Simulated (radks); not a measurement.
Coulomb parameter of the 3d shell of neutral manganese in the model configuration [Ar] 3d5.5 4s1.5, as a second difference U = [E(n + 0.25) + E(n - 0.25) - 2 E(n)] / (0.25)^2 with all orbitals relaxed. "Bare": the charge of the atom changes with n. "Screened": the 4s shell takes up the change at fixed total charge, which measures U(3d,3d) + U(4s,4s) - 2 U(3d,4s). All-electron calculation, Dirac Kohn-Sham, PBE, spin-unpolarised, spherical densities, point nucleus; open shells are shared between the two j in proportion to 2j + 1. Program: a radial shooting solver on a logarithmic mesh with Libxc functionals.

case                 configuration  E - E(n) (eV)
start             [Ar] 3d5.5 4s1.5          0.000
bare +0.25       [Ar] 3d5.75 4s1.5         -0.911
bare -0.25       [Ar] 3d5.25 4s1.5          1.560
screened +0.25  [Ar] 3d5.75 4s1.25         -0.005
screened -0.25  [Ar] 3d5.25 4s1.75          0.156

U(bare) = 10.385 eV, U(screened by 4s) = 2.424 eV. The step up makes a negative ion, whose loosely bound charge lowers the bare value.
